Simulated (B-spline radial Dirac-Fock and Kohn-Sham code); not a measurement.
## Cu 4s: cross section and angular parameters

System: neutral copper, configuration [Ar] 3d10 4s1; threshold 6.88 eV (orbital energy of the model). Method: Dirac-Hartree-Slater photoionisation with a Latter tail; cross sections with all multipoles, angular parameters from the dipole term and its interference with E2. Computed with a radial B-spline solver.

```csv
hν (eV),σ (kb),β,γ
51.5,30.5,1.995,0.052
57,28.6,1.996,0.072
60,27.7,1.996,0.081
75.6,23.4,1.997,0.124
100,18.0,1.997,0.168
109,16.5,1.998,0.179
133,13.1,1.998,0.198
152,11.0,1.998,0.204
218,6.73,1.998,0.191
262,5.15,1.999,0.170
600,?,?,?
800,0.874,1.999,-0.040
813,0.850,1.999,-0.042
1070,0.522,1.999,-0.063
1760,0.203,1.999,0.000
2000,0.158,1.999,0.040
2600,0.0928,1.999,0.155
2810,0.0791,1.999,0.198
3320,0.0557,1.999,0.304
3410,0.0526,1.999,0.323
4000,0.0373,1.999,0.447
4360,0.0309,1.999,0.520
5680,0.0171,1.999,0.774
5730,0.0167,1.999,0.784
6000,0.0150,1.999,0.833
8000,0.00766,1.999,1.172
9251.7,0.00540,1.999,1.364
11100,0.00345,1.999,1.621
11300,0.00330,1.999,1.648
13100,0.00227,1.998,1.876
```

Q: Give the values at 600 eV.

A: σ = 1.42 kb, β = 1.999, γ = 0.010. For an s subshell δ is negligible.
